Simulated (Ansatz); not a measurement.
Reaction (substitution at a C–S bond): `[SiH3]O/C=C\S` + H₂Te → `[SiH3]O/C=C\[TeH]` + H₂S

Isolated molecules relaxed with PBE0-D4/def2-TZVP in Ansatz; ΔE leaves out vibrations. CCSD(T)/CBS adds triple-zeta CCSD(T) − MP2 to the extrapolated MP2 energy (def2 sets, frozen cores). This one scheme is used for every species. Double bonds are as drawn, so ΔE can hold a change between cis and trans. DFT in def2-TZVPP. B3LYP here is the variant with VWN-RPA as its local correlation; programs differ in this. def2 core potentials past Kr. For Te outer-core shells are correlated without core-valence functions, which leaves a few kJ/mol of doubt a bond. One conformer a species, not always the lowest.

| level | ΔE (kcal/mol) | difference from CCSD(T)/CBS |
| --- | --- | --- |
| PBE-D4 | -0.7 | 2.2 |
| r2SCAN-D4 | -0.6 | 2.3 |
| PBE0-D4 | -0.7 | 2.2 |
| ωB97X-V | -0.9 | 2.0 |
| PBE0 | -0.2 | 2.7 |
| B3LYP | -0.4 | 2.5 |
| HF/def2-TZVPP | -0.5 | 2.4 |
| HF/def2-QZVPP | -0.7 | 2.2 |
| HF/CBS(def2) | -0.7 | 2.2 |
| CCSD/CBS(def2) | -2.7 | 0.2 |
| CCSD(T)/CBS | -2.9 | 0 |

Largest T1 diagnostic among the species: 0.013.

The D4 term adds −0.9 kcal/mol with B3LYP and −0.5 kcal/mol with PBE0; it sums over pairs of atoms, weighted by their polarisabilities, and B3LYP, whose exchange is more repulsive, gets the larger term. In def2-TZVPP, CCSD(T) changes the Hartree–Fock value by −2.0 kcal/mol (the triples alone add −0.3 kcal/mol) and MP2 by −2.8 kcal/mol.
